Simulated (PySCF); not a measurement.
First hyperpolarisability: SMILES c1cc2nn[se]c2cn1, C$_{5}$H$_{3}$N$_{3}$Se

Molfile (atoms numbered from 1):
```
C5H3N3Se
     RDKit          3D

 12 13  0  0  0  0  0  0  0  0999 V2000
   -1.9312   -0.9940    0.1146 C   0  0  0  0  0  0  0  0  0  0  0  0
   -0.6114   -1.2913   -0.1882 C   0  0  0  0  0  0  0  0  0  0  0  0
    0.2409   -0.2125   -0.4405 C   0  0  0  0  0  0  0  0  0  0  0  0
    1.5826   -0.3171   -0.7565 N   0  0  0  0  0  0  0  0  0  0  0  0
    2.2174    0.7214   -0.9549 N   0  0  0  0  0  0  0  0  0  0  0  0
    1.0974    2.2977   -0.7579 Se  0  0  0  0  0  2  0  0  0  0  0  0
   -0.2618    1.1061   -0.3794 C   0  0  0  0  0  0  0  0  0  0  0  0
   -1.6198    1.2785   -0.0619 C   0  0  0  0  0  0  0  0  0  0  0  0
   -2.4183    0.2542    0.1754 N   0  0  0  0  0  0  0  0  0  0  0  0
   -2.6430   -1.7996    0.3211 H   0  0  0  0  0  0  0  0  0  0  0  0
   -0.2373   -2.3149   -0.2320 H   0  0  0  0  0  0  0  0  0  0  0  0
   -2.0603    2.2794   -0.0013 H   0  0  0  0  0  0  0  0  0  0  0  0
  1  2  1  0
  2  3  2  0
  3  4  1  0
  4  5  2  0
  5  6  1  0
  6  7  1  0
  7  8  2  0
  8  9  1  0
  9  1  2  0
  7  3  1  0
  1 10  1  0
  2 11  1  0
  8 12  1  0
M  END
```

Method: quadratic response CAM-B3LYP/aug-cc-pVDZ first hyperpolarisability, Taylor convention, gas phase in PySCF 2.14.0. Geometry: PBE0-D3(BJ)/def2-SVP.

The calculation is non-relativistic, which matters for the atoms heavier than Zn.

Q: What is the first hyperpolarisability, and how does it disperse?

A: In au, Taylor convention; the vector part is βᵢ = ⅓ Σⱼ (βᵢⱼⱼ + βⱼᵢⱼ + βⱼⱼᵢ); β∥ is 3/5 of the vector part along the dipole, the dipole points from − to +:
```tsv
process	λ (nm)	β vector norm	β∥	β HRS	depolarisation ratio
static β(0;0,0)	∞	216.7	-22.5	84.5	6.31
second harmonic β(−2ω;ω,ω)	1907	227.1	-23.3	88.8	6.20
Pockels β(−ω;ω,0)	1907	220.1	-22.8	–	–
second harmonic β(−2ω;ω,ω)	1064	251.6	-23.8	99.1	5.92
Pockels β(−ω;ω,0)	1064	227.8	-23.3	–	–
```

Q: Which lowest excitations, dipole and polarisabilities go with it?

A: S1 3.52 eV (f = 0.001); S2 3.97 eV (f = 0.030); S3 4.32 eV (f = 0.000); dipole 0.96 D; isotropic α 104.3 au static, 104.8 au at 1907 nm, 105.9 au at 1064 nm, 106.3 au at 953.5 nm, 111.5 au at 532 nm.
